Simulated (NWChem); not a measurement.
Molecule: GaH2O2F; SMILES [OH][Ga]([OH])[F]

Computed with NWChem. Coordinates come from a PBE0/def2-SVP optimisation. Gas phase, vertical. One conformer.

CAM-B3LYP/def2-SVPD, TDA puts singlet state 2 at 7.06 eV with oscillator strength 0.072.

Question: Give the wavelength, the transition dipole and the radiative lifetime of that state in vacuum.

Answer: 
1. λ = 1239.84/7.06 = 176 nm, or 56940 cm⁻¹.
2. f = (2/3) ΔE μ² in atomic units, so μ = √(1.5 f/ΔE) = 0.65 a.u. = 1.64 D.
3. τ = 1.499 s cm⁻² / (f ν²) = 6.4 ns, for a non-degenerate state that emits at the vertical energy; a higher state like this one mostly decays faster by other paths.
